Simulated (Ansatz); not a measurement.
This geometry of C2H9NSSi2 (15 atoms, charge 0, multiplicity 1) is a first-order saddle point.

Method: Ansatz, RKS revPBE-D4/STO-3G.

```xyz
15
Properties=species:S:1:pos:R:3
N -1.142 1.232 1.400
C -0.341 0.343 0.549
C -0.592 -0.998 0.504
Si 0.423 -2.303 -0.355
Si 1.116 1.209 -0.277
S 0.402 2.426 -1.898
H -1.355 2.138 0.881
H -2.089 0.780 1.580
H -1.488 -1.350 1.051
H 0.551 -2.020 -1.781
H 1.768 -2.399 0.204
H -0.237 -3.592 -0.197
H 1.816 2.030 0.710
H 2.061 0.218 -0.780
H -0.913 2.236 -1.561
```

**Question.** Which two structures does it join? (They come from a converged band through this point; their orientation in space is the band's.)

**Answer.** No bond is made or broken. The dihedral C2–Si5–S6–H15 goes from -79 to 88°.

Initial state:

```xyz
15
Properties=species:S:1:pos:R:3
N -1.304 1.196 1.166
C -0.438 0.241 0.500
C -0.645 -1.108 0.520
Si 0.505 -2.391 -0.175
Si 1.025 1.145 -0.290
S 0.258 3.115 -0.691
H -1.225 2.132 0.638
H -2.313 0.873 1.175
H -1.570 -1.468 1.007
H 0.242 -2.646 -1.590
H 1.893 -1.958 -0.061
H 0.343 -3.650 0.541
H 2.155 1.284 0.622
H 1.462 0.481 -1.515
H -0.409 2.705 -1.818
```

Final state:

```xyz
15
Properties=species:S:1:pos:R:3
N -1.475 1.172 0.827
C -0.542 0.197 0.293
C -0.660 -1.147 0.498
Si 0.569 -2.434 -0.025
Si 0.868 1.071 -0.626
S 0.131 3.064 -0.964
H -1.439 2.041 0.190
H -2.463 0.790 0.861
H -1.563 -1.497 1.032
H 0.118 -3.165 -1.208
H 1.847 -1.810 -0.344
H 0.777 -3.410 1.040
H 2.114 1.096 0.138
H 1.107 0.452 -1.924
H 0.589 3.528 0.242
```

**Question.** How far does it lie above each of them?

**Answer.** 4.3 kcal/mol above the first and 4.5 kcal/mol above the second. This is the barrier of this one path; another mechanism may lie lower. Limits of this set-up: minimal basis.

Time of the run: 11 min on 1 thread of Arm Neoverse V1, on a shared host, peak memory 0.11 GiB.
